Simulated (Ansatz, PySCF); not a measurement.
Spin states of H2MoO2 (SMILES [OH][Mo][OH]), each relaxed with B3LYP-D3(BJ)/def2-TZVP.
State 1 (charge 0, multiplicity 5):
```xyz
5

Mo     0.1709    -0.6665     0.0324
O      1.4889     0.3196    -0.9484
H      1.3594     0.6480    -1.8459
O     -1.4948    -0.3625     0.9289
H     -1.5782     0.0909     1.7759
```
State 2 (charge 0, multiplicity 3):
```json
[
 {"atom": "Mo", "x (Å)": "0.2691", "y (Å)": "-0.1189", "z (Å)": "0.2445"},
 {"atom": "O", "x (Å)": "1.3521", "y (Å)": "0.2209", "z (Å)": "-1.1931"},
 {"atom": "H", "x (Å)": "1.6188", "y (Å)": "0.4839", "z (Å)": "-2.0756"},
 {"atom": "O", "x (Å)": "-1.1905", "y (Å)": "-0.2908", "z (Å)": "1.3377"},
 {"atom": "H", "x (Å)": "-2.1033", "y (Å)": "-0.2654", "z (Å)": "1.6294"}
]
```

Singlets are restricted, other states unrestricted; no spin–orbit coupling, no relativity up to Kr; see below for the cores. The largest T1 diagnostic is 0.027.

Correlated levels freeze the inner cores; with def2 sets outer-core shells near the valence are correlated too.

Codes used: Ansatz (Gaussian orbitals); PySCF for the dispersion terms.  In def2 rows elements past Kr take small-core potentials, without spin–orbit coupling.

Predict the energy of the multiplicity-3 state less that of the multiplicity-5 state from B3LYP-D4/def2-TZVPP.

5.8 kcal/mol

What is the computed energy of the multiplicity-3 state less that of the multiplicity-5 state (BHLYP/def2-TZVPP)?

10.8 kcal/mol

What is the computed energy of the multiplicity-3 state less that of the multiplicity-5 state (CCSD(T)/def2-SVP)?

6.7 kcal/mol

Ansatz is a program for electronic structure.
